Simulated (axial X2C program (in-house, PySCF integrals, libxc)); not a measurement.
# Correcting the dissociation energy of PdSi⁺ for spin–orbit coupling

A spin-free PBE0 curve (one-electron X2C) was computed with an axial X2C code built on PySCF integrals, basis Pd dyall-v2z [10s10p7d2f], Si dyall-v2z [7s7p1d] (cores contracted in-house), for the state M_S = 1/2, Λ = 0 (beyond evenly filled blocks: σα). It gives D0 = 3.781 eV to Pd + Si+, which in a spin-free picture are the weighted means of the ground terms.

Measured levels of the ground terms (NIST Handbook of Basic Atomic Spectroscopic Data), in cm⁻¹: Pd 1S: J = 0 at 0; Si+ 2P: J = 1/2 at 0, J = 3/2 at 287.2.

The molecular state has Λ = 0, so it has no first-order lowering.

Question: How far does each ground level lie under the (2J+1)-weighted mean of its term?

Answer: Pd: a single level, 0; Si+: (2 × 0 + 4 × 287.2)/6 = 191 cm⁻¹.

Question: Correct D0.

Answer: D0 = 3.781 + (0 − 191)/8065.5 = 3.757 eV at PBE0 with these spin–orbit terms.

Second-order spin–orbit effects in the molecule, which grow quickly with Z, are left out. One determinant describes the state; a PBE0 search over occupations chose it and may have missed a lower one. De is counted from the lowest determinant-based energies of the atoms at the same level, without counterpoise correction.
